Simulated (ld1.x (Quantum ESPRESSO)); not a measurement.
# hafnium: variants of one TM potential

Base potential:

```
Element                 : Hf (Z = 72)
Generator               : ld1.x (Quantum ESPRESSO) 7.5
Type                    : norm-conserving Troullier–Martins (Kleinman–Bylander form)
Functional              : PBE
Relativity              : scalar-relativistic
Frozen core             : [Xe] 4f14
Valence charge          : 4
Reference configuration : 5d2 6s1 6p0 (charge +1)
Partial waves           : 6s (bound): rc 3.00 bohr; 5d (bound): rc 2.95 bohr; 5f channel at -0.1 Ry: rc 3.10 bohr; 6p (bound, empty): rc 3.15 bohr
Local potential         : the p channel
Core correction         : Bessel-smoothed model core, default radius (core density twice the valence density)
```

Cutoffs, loose and tight: the cutoffs (Ry, on a coarse ladder) from which the occupation-weighted sum of valence levels, in a spherical-Bessel basis at the reference potential, stays within 10 and 1 mRy of its value at 400 Ry. They do not see the model core or the augmentation charge, which bear on the density cutoff. Test errors are all-electron minus pseudo excitation energies from the reference, over the configurations 5d2 6s2 6p0; 5d2 6s0 6p0; 5d1 6s0 6p0; 5d2 6s1 6p1; 5d1 6s2 6p0; 5d2 6s0 6p2; 5d2.5 6s1.5 6p0. A dash means not determined; rows that change the core or the reference have their own tests.

A true bound ghost makes a file unfit for plane-wave use even where its test errors are small: the radial tests pick states by their node count and pass the ghost by.

The default core radius of the base comes out at 1.99 bohr.

```csv
change,outcome,"cutoff, loose","cutoff, tight",bound ghosts,largest test error (meV)
base,generated,18 Ry,25 Ry,none,-288
wave 6p (bound): rc 3.15 bohr becomes 6p (bound): rc 4.56 bohr,generated,18 Ry,25 Ry,none,-293
reference 5d2 6s1 6p1,generated,18 Ry,25 Ry,none,-101
"all radii but the core radius scaled by about 0.83 (s 2.50, p 2.62, d 2.46, f 2.58 bohr)",generated,21 Ry,30 Ry,s,-290
core correction Bessel-smoothed model core inside 1.24 bohr,generated,18 Ry,25 Ry,none,-290
"type ultrasoft; waves now 6s (bound): rcut 2.60, rcutus 3.00 bohr; 6s channel at 1.1 Ry: rcut 2.60, rcutus 3.00 bohr; 6p (bound): rcut 2.75, rcutus 3.15 bohr; 6p channel at 3.7 Ry: rcut 2.75, rcutus 3.15 bohr; 5d (bound): rcut 2.55, rcutus 2.95 bohr; 5d channel at 1.3 Ry: rcut 2.55, rcutus 2.95 bohr; 5f channel at -0.1 Ry: rcut 2.70, rcutus 3.10 bohr; 5f channel at 0.6 Ry: rcut 2.70, rcutus 3.10 bohr; local potential all-electron potential smoothed inside 2.40 bohr (lloc = -2); augmentation PSQ, inside the norm-conserving radii",failed: chargeps: negative rho,–,–,–,–
```

Q: What comes out with this change to the base: wave 5d (bound): rc 2.95 bohr becomes 5d (bound): rc 3.42 bohr?

A: outcome: generated; cutoff, loose: 18 Ry; cutoff, tight: 18 Ry; bound ghosts: none; largest test error (meV): -240.

Q: What comes out with this change to the base: local potential the s channel?

A: outcome: generated; cutoff, loose: 18 Ry; cutoff, tight: 25 Ry; bound ghosts: none; largest test error (meV): -249.
